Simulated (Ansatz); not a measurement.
Steps of a relaxation of `CO[SiH](F)O[SiH3]` with RKS PBE0-D4/def2-TZVP.

```sh
$ ansatz run in.yaml --threads 2 --pin off --events-out ev --progress --plain --max-ram 32768MiB --backend cuda --devices 0, --max-vram 18GiB
```

```yaml
crystal:
  periodic: [false, false, false]
  atoms:
    - {symbol: C, position_ang: [0.778850, -1.297050, -2.039900]}
    - {symbol: O, position_ang: [0.376290, -0.838460, -0.779400]}
    - {symbol: Si, position_ang: [0.784270, 0.515620, -0.016610]}
    - {symbol: F, position_ang: [0.467880, 1.761720, -0.986410]}
    - {symbol: O, position_ang: [-0.135690, 0.611790, 1.282320]}
    - {symbol: Si, position_ang: [-1.515530, 0.699990, 2.139010]}
    - {symbol: H, position_ang: [1.819150, -1.627790, -2.008460]}
    - {symbol: H, position_ang: [0.139950, -2.138870, -2.307330]}
    - {symbol: H, position_ang: [0.681400, -0.511980, -2.791820]}
    - {symbol: H, position_ang: [2.164010, 0.646560, 0.388410]}
    - {symbol: H, position_ang: [-1.753140, 2.124300, 2.364980]}
    - {symbol: H, position_ang: [-1.201690, -0.026980, 3.366780]}
    - {symbol: H, position_ang: [-2.605740, 0.081150, 1.388450]}
basis:
  gaussian: {orbitals: def2-TZVP}
hamiltonian: {xc: pbe0, dispersion: d4}
relax: {f_tol: 0.005, max_steps: 150}
```

Positions (Å) and forces (eV/Å) along the path, 12 of 46 steps:

```xyz
13
step=1 energy=-23711.6642 eV
C     0.779   -1.297   -2.040    0.100   -0.002   -0.081
O     0.376   -0.838   -0.779   -0.058   -0.213    0.173
Si    0.784    0.516   -0.017   -0.706    0.719   -0.343
F     0.468    1.762   -0.986    0.172   -0.370    0.229
O    -0.136    0.612    1.282    0.269    0.019   -0.112
Si   -1.516    0.700    2.139    0.531    0.000   -0.161
H     1.819   -1.628   -2.008    0.065   -0.100   -0.093
H     0.140   -2.139   -2.307    0.042   -0.017   -0.087
H     0.681   -0.512   -2.792   -0.037    0.004   -0.130
H     2.164    0.647    0.388    0.584   -0.084    0.004
H    -1.753    2.124    2.365   -0.303    0.351    0.222
H    -1.202   -0.027    3.367   -0.242   -0.145    0.489
H    -2.606    0.081    1.388   -0.418   -0.162   -0.112
13
step=3 energy=-23711.7476 eV
C     0.802   -1.300   -2.063    0.028    0.033   -0.031
O     0.388   -0.856   -0.791   -0.049   -0.124    0.014
Si    0.778    0.513   -0.031    0.002    0.179   -0.143
F     0.477    1.745   -1.004    0.027   -0.107    0.108
O    -0.126    0.622    1.287    0.025    0.048    0.058
Si   -1.502    0.719    2.166   -0.054   -0.014    0.016
H     1.850   -1.616   -2.049   -0.002    0.010    0.006
H     0.186   -2.156   -2.341    0.002    0.002    0.006
H     0.678   -0.520   -2.820   -0.001   -0.002    0.006
H     2.203    0.601    0.329   -0.013   -0.024   -0.010
H    -1.811    2.145    2.438    0.010   -0.010   -0.010
H    -1.290    0.004    3.448    0.005    0.006   -0.018
H    -2.633    0.099    1.430    0.018    0.004   -0.003
13
step=5 energy=-23711.7531 eV
C     0.798   -1.288   -2.039   -0.039   -0.027   -0.066
O     0.303   -0.855   -0.789    0.034    0.013   -0.014
Si    0.756    0.510   -0.045    0.029    0.053    0.052
F     0.447    1.752   -0.996    0.017   -0.052    0.030
O    -0.080    0.648    1.318   -0.031    0.015   -0.002
Si   -1.486    0.717    2.159    0.021    0.004    0.019
H     1.849   -1.589   -1.972   -0.018    0.031    0.031
H     0.211   -2.154   -2.348    0.003   -0.009   -0.018
H     0.698   -0.509   -2.802    0.002   -0.026    0.028
H     2.198    0.543    0.253   -0.008    0.007   -0.030
H    -1.813    2.138    2.436   -0.007   -0.007   -0.008
H    -1.294   -0.006    3.439   -0.007   -0.002   -0.012
H    -2.588    0.091    1.386    0.004    0.000   -0.007
13
step=7 energy=-23711.7572 eV
C     0.743   -1.288   -2.006   -0.039    0.000    0.053
O     0.281   -0.796   -0.764   -0.011   -0.001    0.001
Si    0.805    0.556   -0.037   -0.064    0.041   -0.037
F     0.610    1.785   -1.033    0.027   -0.020    0.018
O    -0.072    0.806    1.286   -0.024   -0.046    0.024
Si   -1.482    0.702    2.123    0.042    0.028   -0.055
H     1.809   -1.529   -1.960    0.007   -0.013   -0.029
H     0.187   -2.200   -2.236    0.034    0.048    0.019
H     0.576   -0.562   -2.808    0.002   -0.012    0.017
H     2.239    0.500    0.293   -0.025    0.005    0.016
H    -1.919    2.074    2.491    0.022   -0.058   -0.019
H    -1.249   -0.093    3.355    0.009    0.011   -0.021
H    -2.527    0.046    1.296    0.019    0.017    0.013
13
step=10 energy=-23711.7595 eV
C     0.711   -1.283   -1.976   -0.008   -0.016   -0.033
O     0.270   -0.773   -0.735    0.020    0.027   -0.012
Si    0.825    0.578   -0.032   -0.007    0.002    0.008
F     0.664    1.801   -1.040   -0.001   -0.027    0.015
O    -0.046    0.850    1.290   -0.036    0.001    0.019
Si   -1.470    0.687    2.092    0.024    0.014   -0.037
H     1.786   -1.494   -1.963   -0.029    0.007    0.002
H     0.177   -2.216   -2.166    0.019    0.029    0.003
H     0.497   -0.583   -2.791    0.007   -0.028    0.036
H     2.255    0.497    0.307   -0.005    0.001   -0.008
H    -1.943    2.037    2.488    0.010   -0.016    0.008
H    -1.242   -0.141    3.302   -0.004    0.008   -0.008
H    -2.485    0.040    1.223    0.010   -0.002    0.007
13
step=29 energy=-23711.7634 eV
C     0.739   -1.346   -1.890    0.000    0.000    0.001
O     0.313   -0.778   -0.669    0.002    0.002   -0.002
Si    0.803    0.646   -0.071   -0.004   -0.001   -0.006
F     0.541    1.786   -1.152    0.001   -0.006    0.005
O    -0.053    0.952    1.254    0.003    0.009    0.002
Si   -1.468    0.699    2.050   -0.001   -0.002   -0.002
H     1.826   -1.477   -1.913    0.000    0.000    0.001
H     0.270   -2.325   -1.989    0.000    0.000    0.001
H     0.440   -0.725   -2.739    0.000    0.000    0.000
H     2.244    0.674    0.231    0.000    0.000    0.000
H    -1.731    1.889    2.895    0.000   -0.003   -0.001
H    -1.343   -0.505    2.908    0.001   -0.002    0.001
H    -2.579    0.510    1.085   -0.001    0.003    0.000
13
step=30 energy=-23711.7634 eV
C     0.739   -1.346   -1.890   -0.002    0.003    0.002
O     0.311   -0.778   -0.670    0.000    0.002   -0.001
Si    0.803    0.646   -0.071   -0.003   -0.006   -0.009
F     0.543    1.786   -1.153    0.001   -0.001    0.005
O    -0.054    0.953    1.254    0.004    0.009    0.002
Si   -1.468    0.700    2.050   -0.002   -0.002   -0.001
H     1.826   -1.474   -1.912    0.006   -0.001    0.000
H     0.273   -2.327   -1.988   -0.002   -0.004    0.000
H     0.438   -0.726   -2.740   -0.001    0.001    0.001
H     2.243    0.670    0.230   -0.001    0.002    0.001
H    -1.731    1.888    2.896    0.000   -0.003   -0.001
H    -1.343   -0.505    2.907    0.001   -0.002    0.001
H    -2.580    0.511    1.086   -0.001    0.003    0.000
13
step=33 energy=-23711.7638 eV
C     0.737   -1.353   -1.872   -0.003   -0.001    0.002
O     0.310   -0.770   -0.659    0.000    0.001   -0.003
Si    0.801    0.662   -0.079   -0.002    0.010   -0.002
F     0.545    1.787   -1.176    0.003   -0.005    0.002
O    -0.060    0.989    1.238   -0.005   -0.006    0.000
Si   -1.466    0.698    2.039   -0.002    0.002    0.020
H     1.825   -1.478   -1.895   -0.001    0.000    0.001
H     0.274   -2.337   -1.955    0.001    0.002    0.001
H     0.432   -0.747   -2.729    0.001   -0.002    0.002
H     2.240    0.690    0.227    0.000    0.001   -0.001
H    -1.711    1.842    2.950    0.002   -0.017   -0.017
H    -1.337   -0.551    2.831   -0.004    0.015   -0.017
H    -2.591    0.567    1.079    0.011    0.001    0.011
13
step=37 energy=-23711.7642 eV
C     0.736   -1.364   -1.847   -0.002    0.001    0.002
O     0.303   -0.755   -0.649    0.003    0.002   -0.004
Si    0.797    0.685   -0.091   -0.001    0.000    0.001
F     0.544    1.795   -1.203    0.000    0.000    0.001
O    -0.067    1.030    1.222   -0.010   -0.008    0.004
Si   -1.462    0.695    2.026    0.000    0.000    0.007
H     1.824   -1.484   -1.864    0.000    0.000    0.000
H     0.277   -2.351   -1.910    0.000    0.002    0.001
H     0.431   -0.777   -2.719    0.001   -0.002    0.002
H     2.236    0.715    0.215    0.000    0.000   -0.001
H    -1.679    1.777    3.016    0.004   -0.017   -0.013
H    -1.336   -0.609    2.726   -0.003    0.023   -0.012
H    -2.604    0.643    1.078    0.008   -0.001    0.011
13
step=39 energy=-23711.7642 eV
C     0.739   -1.365   -1.848    0.000    0.002    0.001
O     0.304   -0.755   -0.651    0.000   -0.005   -0.002
Si    0.795    0.685   -0.092   -0.005    0.004    0.003
F     0.535    1.796   -1.201    0.005   -0.001    0.001
O    -0.067    1.024    1.223    0.002   -0.001   -0.001
Si   -1.463    0.696    2.027    0.000    0.000   -0.001
H     1.827   -1.486   -1.864    0.000    0.000    0.000
H     0.280   -2.353   -1.910    0.000    0.000    0.000
H     0.435   -0.780   -2.721    0.000    0.000    0.000
H     2.235    0.718    0.212   -0.002    0.002   -0.003
H    -1.672    1.776    3.020    0.000    0.000    0.000
H    -1.344   -0.609    2.724   -0.001    0.000    0.000
H    -2.606    0.653    1.082   -0.001    0.000    0.001
13
step=43 energy=-23711.7643 eV
C     0.748   -1.373   -1.841    0.002    0.001   -0.002
O     0.305   -0.755   -0.651   -0.003   -0.003    0.002
Si    0.787    0.691   -0.099    0.001    0.002    0.001
F     0.516    1.796   -1.212    0.000   -0.001   -0.001
O    -0.073    1.029    1.217    0.000    0.000   -0.002
Si   -1.464    0.699    2.026    0.003   -0.001   -0.001
H     1.837   -1.486   -1.852    0.000    0.000    0.000
H     0.297   -2.365   -1.894    0.000    0.000    0.000
H     0.442   -0.799   -2.720    0.000    0.000    0.000
H     2.228    0.736    0.198    0.000    0.000    0.000
H    -1.637    1.744    3.063   -0.001    0.002    0.001
H    -1.366   -0.634    2.671    0.000   -0.002    0.001
H    -2.620    0.717    1.095   -0.002    0.001   -0.001
13
step=46 energy=-23711.7644 eV
C     0.754   -1.376   -1.839    0.000   -0.001    0.000
O     0.307   -0.760   -0.650    0.000    0.000    0.000
Si    0.783    0.689   -0.102    0.000    0.000    0.001
F     0.505    1.790   -1.218    0.000    0.000   -0.001
O    -0.076    1.028    1.214   -0.002   -0.001    0.001
Si   -1.467    0.702    2.028    0.004    0.001   -0.002
H     1.844   -1.479   -1.852    0.000    0.000    0.000
H     0.312   -2.372   -1.891    0.000    0.000    0.000
H     0.441   -0.806   -2.719    0.000    0.000    0.000
H     2.224    0.742    0.193    0.000    0.000    0.000
H    -1.620    1.734    3.081   -0.001    0.000    0.000
H    -1.381   -0.642    2.651   -0.001    0.000    0.000
H    -2.627    0.750    1.104    0.000    0.000    0.001
```

Run time 97 s (2 threads of an AMD EPYC 7R13 on a shared host and a share of an NVIDIA H100 80 GB); peak host memory 0.88 GiB.
